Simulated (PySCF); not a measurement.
Bonds (- single, = double, # triple, : aromatic): C1-Ge2, Ge2-C3, Ge2-C4, Ge2-C5. C1 carries H6, H7, H8; C3 carries H9, H10, H11; C4 carries H12, H13, H14; C5 carries H15, H16, H17.

Geometry: PBE0-D3(BJ)/def2-SVP; GIAO absolute shieldings from PySCF 2.14.0 with density-fitted response routines, gas phase, non-relativistic, averaged over equivalent atoms.

At B97-2/pcSseg-2 (375 basis functions, about 60 core-seconds):
```json
{"atoms": "C1/C3/C4/C5", "σ (ppm)": "183.9"}
{"atoms": "Ge2", "σ (ppm)": "1328.6"}
{"atoms": "H6/H7/H8/H9/H10/H11/H12/H13/H14/H15/H16/H17", "σ (ppm)": "31.30"}
```

**Question.** What do these become at B3LYP/pcSseg-2?

**Answer.** 
```json
{"atoms": "C1/C3/C4/C5", "σ at B3LYP/pcSseg-2": "179.6", "change": "-4.3"}
{"atoms": "Ge2", "σ at B3LYP/pcSseg-2": "1293.1", "change": "-35.5"}
{"atoms": "H6/H7/H8/H9/H10/H11/H12/H13/H14/H15/H16/H17", "σ at B3LYP/pcSseg-2": "31.32", "change": "+0.02"}
```

The largest change is at Ge2 (germanium bonded to 4 C). Cost: 375 basis functions, about 60 core-seconds.

Relativistic effects, spin–orbit coupling among them, are left out; they matter for Ge and for the light atoms bonded to it.
